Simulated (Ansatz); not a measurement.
Reaction (β-hydride elimination): `C[O][Al]([F])[SH]` → `[F][AlH][SH]` + `C=O`

Computed with Ansatz on PBE0-D4/def2-TZVP structures; ΔE is electronic, products minus reactants. CCSD(T)/CBS is frozen-core, at the limit of the def2 triple- and quadruple-zeta sets. Functionals use def2-TZVPP. B3LYP here is the variant with VWN-RPA as its local correlation; programs differ in this. Each species was taken in one conformer, which may not be the lowest.

```json
{"level": "PBE-D4", "ΔE (eV)": "2.36", "difference from CCSD(T)/CBS": "-0.12"}
{"level": "ωB97X-V", "ΔE (eV)": "2.46", "difference from CCSD(T)/CBS": "-0.02"}
{"level": "ωB97M-V", "ΔE (eV)": "2.44", "difference from CCSD(T)/CBS": "-0.04"}
{"level": "B2PLYP", "ΔE (eV)": "2.37", "difference from CCSD(T)/CBS": "-0.11"}
{"level": "B3LYP", "ΔE (eV)": "2.29", "difference from CCSD(T)/CBS": "-0.19"}
{"level": "HF/def2-TZVPP", "ΔE (eV)": "2.26", "difference from CCSD(T)/CBS": "-0.22"}
{"level": "HF/def2-QZVPP", "ΔE (eV)": "2.26", "difference from CCSD(T)/CBS": "-0.22"}
{"level": "CCSD/def2-QZVPP", "ΔE (eV)": "2.46", "difference from CCSD(T)/CBS": "-0.02"}
{"level": "CCSD(T)/def2-QZVPP", "ΔE (eV)": "2.45", "difference from CCSD(T)/CBS": "-0.03"}
{"level": "CCSD/CBS(def2)", "ΔE (eV)": "2.49", "difference from CCSD(T)/CBS": "0.01"}
{"level": "CCSD(T)/CBS", "ΔE (eV)": "2.48", "difference from CCSD(T)/CBS": "0"}
```

Largest T1 diagnostic among the species: 0.015.

In def2-TZVPP, CCSD(T) changes the Hartree–Fock value by +0.14 eV (the triples alone add −0.02 eV) and MP2 by +0.25 eV. The D4 term adds +0.11 eV with B3LYP and +0.06 eV with PBE0; it sums over pairs of atoms, weighted by their polarisabilities, and B3LYP, whose exchange is more repulsive, gets the larger term.
